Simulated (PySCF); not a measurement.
# Radial density of Br³⁺ (bromine, charge +3)

UHF, [Ar] 3d10 4s2 4p2, high-spin 3P determinant. Calculation: PySCF 2.14, in def2-TZVPPD; the non-relativistic Hamiltonian (point nucleus).

| r (bohr) | 4πr²ρ (e/bohr) | 4πr²(ρα − ρβ) |
| --- | --- | --- |
| 0.000603 | 0.1292 | 0.0000 |
| 0.00101 | 0.3562 | 0.0000 |
| 0.00170 | 0.9580 | 0.0000 |
| 0.00287 | 2.501 | 0.0000 |
| 0.00482 | 6.168 | 0.0000 |
| 0.00811 | 13.88 | 0.0001 |
| 0.0136 | 26.73 | 0.0010 |
| 0.0230 | 39.98 | 0.0058 |
| 0.0386 | 41.41 | 0.0264 |
| 0.0649 | 35.20 | 0.0810 |
| 0.109 | 47.35 | 0.1129 |
| 0.184 | 43.58 | -0.0047 |
| 0.309 | 28.39 | 0.1476 |
| 0.520 | 33.41 | 0.1719 |
| 0.874 | 10.62 | 0.2112 |
| 1.47 | 3.591 | 1.4333 |
| 2.47 | 0.8943 | 0.5473 |
| 4.16 | 0.01529 | 0.0105 |
| 7.00 | 4.593e-05 | 0.0000 |

**Question.** Where is the radial spin density 4πr²(ρα − ρβ) most negative, and why is it negative at all?

**Answer.** Around r = 0.184 bohr, down to -0.0047 e/bohr: exchange with the open shell polarises the paired shells in an unrestricted calculation.
